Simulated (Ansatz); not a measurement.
Species: [Ti(Cl)2(CH3)2] (charge 0, multiplicity 1).

Q: Give a relaxed geometry from PBE-D3(BJ)/def2-SVP (Ansatz, a first-principles code).

A: One answer among several that fit: the end point of this relaxation, one of several conformers.
Cartesian coordinates (Å) in one orientation:
```xyz
11

Ti     0.001     0.008    -0.005
Cl     0.099     1.918    -1.082
Cl    -1.469    -0.185     1.613
C     -0.339    -1.479    -1.366
H      0.458    -1.441    -2.139
H     -1.332    -1.333    -1.843
H     -0.316    -2.458    -0.839
C      1.854    -0.396     0.759
H      1.835    -1.409     1.217
H      2.116     0.360     1.529
H      2.596    -0.363    -0.068
```
